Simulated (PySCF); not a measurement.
Assigning NMR signals

Cartesian coordinates in Å; atom numbers follow the order of the lines, from 1:
```xyz
17

C    -2.861    1.650   -1.663
C    -2.118    1.264   -0.801
Si   -0.993    0.659    0.548
C    -1.750   -0.868    1.380
N     0.438    0.222   -0.393
C     1.531   -0.165    0.295
O     1.475   -0.199    1.516
Si    3.133   -0.664   -0.625
H    -3.507    1.991   -2.421
H    -0.656    1.761    1.447
H    -1.079   -1.264    2.136
H    -1.945   -1.658    0.658
H    -2.691   -0.619    1.861
H     0.487    0.272   -1.397
H     2.965   -0.339   -2.047
H     4.246    0.075   -0.042
H     3.318   -2.105   -0.461
```

Gas phase, rapidly exchanging positions averaged, non-relativistic, one conformer. σ from GIAO-PBE0/pcSseg-1; structure optimised with GFN2-xTB; PySCF 2.14.

Referencing at the same level of theory: TMS for 13C and 1H.

Task: Assign these signals to the numbered atoms. 13C{1H} NMR (computed): δ 190.5, 102.5, 90.4, 0.2.

Result: 
190.5 → C6, carbonyl carbon
102.5 → C1, terminal alkyne carbon: sp carbons lie upfield of alkene carbons because the cylindrical π system leaves one tensor component strongly shielded
90.4 → C2, alkyne carbon: sp carbons lie upfield of alkene carbons because the cylindrical π system leaves one tensor component strongly shielded
0.2 → C4, methyl carbon bonded to Si: an electropositive neighbour leaves it electron-rich and shielded

Task: Assign these signals to the numbered atoms. 1H NMR (400 MHz, computed): δ 5.47 (br s, 1H), 5.28 (m, 1H), 4.02 (s, 3H), 1.87 (d, 1H), 0.54 (d, 3H).

Result: 
| δ (ppm) | atoms | environment | reason |
| --- | --- | --- | --- |
| 5.47 | H14 | hydrogen on an amide-type nitrogen | exchangeable; this is the value without hydrogen bonding to other molecules |
| 5.28 | H10 | hydrogen on a silicon bonded to 2 C, N | – |
| 4.02 | H15/H16/H17 | hydrogen on a silicon bonded to C | – |
| 1.87 | H9 | hydrogen on a terminal alkyne carbon | it lies on the axis of the triple bond, in its shielding cone |
| 0.54 | H11/H12/H13 | hydrogen on a methyl carbon bonded to Si | an electropositive neighbour shields it, as in TMS itself |

Exchangeable OH/NH protons stand at their gas-phase positions; hydrogen bonding in a real sample shifts them, mostly to higher δ. Shifts are as computed. Against solution values, carbons near 30 ppm lie about +3 ppm off and those near 130 ppm about +5 ppm. Of 1309 compounds with measured shifts, 239 miss one by over three times the rms of a fit or turn the order of signals round; such compounds aren't used in these exercises. Hydrogen bonding in solution deshields acid and N–H amide carbonyl carbons by as much as 10 ppm beyond these values. No couplings were computed; multiplicities are counted from neighbouring protons, with m where these are inequivalent, close in shift, in a saturated or five-membered ring or joined by F or P, and br s for small geminal =CH2 splittings.
